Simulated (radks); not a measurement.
All-electron atom: Br in [Ar] 3d10 4s2 4p4 7f1 (not the ground configuration).

Method: scalar-relativistic Kohn-Sham, LDA (Slater exchange, Perdew-Wang correlation), spin-unpolarised, spherical densities, point nucleus; computed with a radial shooting solver on a logarithmic mesh with Libxc functionals.

Energy parts (eV):
part                       energy
total                  -70822.021
kinetic                 72330.354
electron-nucleus      -170520.546
Hartree                 29774.149
exchange-correlation    -2405.979

Orbitals (lengths in bohr, moments of r in powers of bohr; <r^-3> diverges for s and p1/2; r(90%) holds 90 % of the orbital's charge):
| orbital | occ. | eigenvalue (eV) | r(90%) | <r> | <r^-3> |
|---|---|---|---|---|---|
| 1s | 2 | -13306.70 | 0.0765 | 0.04280 | - |
| 2s | 2 | -1741.215 | 0.293 | 0.1898 | - |
| 2p | 6 | -1538.536 | 0.270 | 0.1656 | 1355 |
| 3s | 2 | -247.8051 | 0.823 | 0.5525 | - |
| 3p | 6 | -183.8157 | 0.863 | 0.5648 | 197.2 |
| 3d | 10 | -77.5886 | 0.974 | 0.5903 | 23.33 |
| 4s | 2 | -29.9793 | 2.42 | 1.629 | - |
| 4p | 4 | -17.0200 | 2.97 | 1.958 | 16.92 |
| 7f | 1 | -0.2270 | 84.2 | 62.15 | 0.0001158 |

The highest occupied level is 7f at -0.227 eV. The density falls to 0.001 e/bohr^3 at r = 3.82 bohr.
